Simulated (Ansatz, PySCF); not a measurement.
Reaction (SMILES): [NH+]#[Si-] (SiNH) + 3 [H][H] (H2) -> N (NH3) + [SiH4] (SiH4)
Geometries: B3LYP-D3(BJ)/def2-TZVP minima from Ansatz (a first-principles code).
Geometry of the first species:
```xyz
3

H      0.0000     0.0000    -1.9406
N      0.0000     0.0000    -0.9406
Si     0.0000     0.0000     0.6089
```

Quantity: energy of full hydrogenation (enthalpy at 298 K, with B3LYP-D3(BJ) rigid-rotor harmonic-oscillator terms from PySCF), in kcal/mol. Cores are frozen in the correlated levels unless marked. No spin-orbit coupling. No relativistic terms. CBS marks a two-point X^-3 extrapolation of the correlation energy; Hartree-Fock from the larger set.

Level to compare with: CCSD(T)/CBS(def2-TZVPPD,def2-QZVPPD) (Ansatz), -46.2 kcal/mol. It is a level with limits of its own, and the differences hold the functionals' basis error too.

**Question.** Rank these functionals by how close they come to CCSD(T)/CBS(def2-TZVPPD,def2-QZVPPD), closest first: BP86/def2-TZVPD (PySCF); M06-L/def2-TZVPD (PySCF); r2SCAN/def2-TZVPD (Ansatz).

**Answer.** r2SCAN/def2-TZVPD (meta-GGA, -48.5 kcal/mol, difference -2.3), BP86/def2-TZVPD (GGA, -42.3 kcal/mol, difference 3.9), M06-L/def2-TZVPD (meta-GGA, -60.2 kcal/mol, difference -14.0)
